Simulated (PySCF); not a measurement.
MoS₂ClBr, SMILES [S]=[Mo](=[S])([Cl])[Br], multiplicity 1.

Coordinates come from a B3LYP-D3(BJ)/def2-SVP optimisation. The multiplicity is an assumed one; no other spin state was optimised. The structure was generated by enumeration; whether it is a known compound was not checked. The def2 effective core potentials stand for the cores of Mo; spin–orbit coupling is left out.

Two levels are set side by side: PBE/def2-TZVP (PySCF) and M06-2X/def2-TZVP (PySCF). Same geometry, gas phase. Differences are taken from unrounded values.

| quantity | M06-2X |
|---|---|
| orbital gap (eV) | 5.54 |
| highest occupied level (eV) | -8.82 |
| lowest empty level (eV) | -3.28 |
| dipole moment (D) | 0.40 |
| mean polarisability (bohr³) | 115.6 |

Q: What does PBE give, and how far is it from M06-2X? (An estimate is asked for; the answer gives what the named calculation found.)

A: 
```
quantity                       PBE  PBE minus M06-2X
---------------------------  -----  ----------------
orbital gap (eV)              1.96             -3.58
highest occupied level (eV)  -6.65              2.17
lowest empty level (eV)      -4.69             -1.41
dipole moment (D)             0.38             -0.02
mean polarisability (bohr³)  117.3               1.8
```

Without exact exchange PBE keeps part of each electron's self-repulsion, which lifts occupied levels and narrows the gap. Differences between two approximate levels are no errors against the true value.

Rough cost on one machine, each run with all the roots and properties that it gave: M06-2X against PBE about 2 times.
